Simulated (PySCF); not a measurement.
Spectrum to structure. Level of theory: TDDFT wB97X-D/def2-SVPD, vertical, gas phase, core orbitals frozen in the response (PySCF). Geometries: PBE0-D3(BJ)/def2-SVP, one conformer each.

```csv
state,E (eV),f
S1,8.74,0.012
S2,9.57,0.027
S3,9.90,0.049
S4,10.08,0.0029
S5,10.14,0.0024
S6,10.58,0.0002
S7,10.77,0.065
S8,10.90,0.0009
S9,11.09,0.075
S10,11.16,0.0001
```

Triplets computed (Tamm–Dancoff): 7.96, 9.30, 9.42, 9.90 eV.

Problem. Which candidate is it?
A. `CN(C)BC(C)(C)C`
B. `[BH3-][N+](C)(C)CC1CC1`
C. `C(F)(F)(F)CCB(F)F`

Solution. C. Its S1, at 8.74 eV, is the highest among the candidates; the nearest of the others has S1 at 7.76 eV. S1 is HOMO→LUMO+1 (86%), HOMO-3→LUMO+1 (10%). Löwdin shares by element: HOMO carbon 47%, boron 14% (atoms not listed hold the other 38%); LUMO boron 58%, carbon 12% or more, fluorine 5% or more (atoms not listed hold the other 25%). At the same level the other candidates give, for their lowest levels:
- `CN(C)BC(C)(C)C`: 6.69 eV (f 0.000); 6.97 eV (f 0.274); 7.03 eV (f 0.004); 7.91 eV (f 0.055); 8.07 eV (f 0.001); T1 5.47 eV; HOMO -9.10, LUMO 2.01 eV
- `[BH3-][N+](C)(C)CC1CC1`: 7.76 eV (f 0.066); 7.77 eV (f 0.064); 8.47 eV (f 0.005); 8.51 eV (f 0.016); 8.52 eV (f 0.009); T1 7.65 eV; HOMO -9.51, LUMO 2.04 eV

Shape of the structure used: `[F:1][B:2]([F:3])[CH2:4][CH2:5][C:6]([F:7])([F:8])[F:9]`: F1–B2–C4–C5 177°, B2–C4–C5–C6 178°, C4–C5–C6–F7 -61°.
